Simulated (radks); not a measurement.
Excited configurations of Mo III: one electron is placed in a higher orbital outside [Kr] 4d3. The ground configuration is [Kr] 4d4. Method: Dirac Kohn-Sham, BLYP, spin-unpolarised, spherical densities, point nucleus; open shells are shared between the two j in proportion to 2j + 1; computed with a radial shooting solver on a logarithmic mesh with Libxc functionals. Excitation = E - E(ground); binding = E(ion) - E, where the ion is the core of charge +3; n* = 3/sqrt(2 binding) in atomic units, and the quantum defect is n - n*. Eigenvalue and <r> are those of j = l + 1/2.

| outer orbital | excitation (eV) | binding (eV) | n* | eigenvalue (eV) |
|---|---|---|---|---|
| 5s | 3.584 | 23.069 | 2.304 | -19.267 |
| 5f | 20.993 | 5.660 | 4.651 | -4.563 |
| 6d | 19.973 | 6.680 | 4.282 | -5.549 |
| 7p | 20.813 | 5.840 | 4.579 | -4.969 |
| 7f | 23.646 | 3.006 | 6.383 | -2.545 |

The Delta-SCF ionisation energy is 26.652 eV (NIST Atomic Spectra Database: 27.1 eV, semi-empirical). Self-interaction in the functional shifts the binding energies and quantum defects, so they are the method's values and not measured ones. Spin polarisation and multiplet splitting are left out, so open shells lie too high by an amount that depends on their filling. Sharing an open shell by 2j + 1 raises it above the true ground level by a part of the spin-orbit splitting, which enters the differences from NIST.

Beside tabulated values, note that spin-unpolarised runs miss the spin-polarisation part of the exchange energy of open shells.
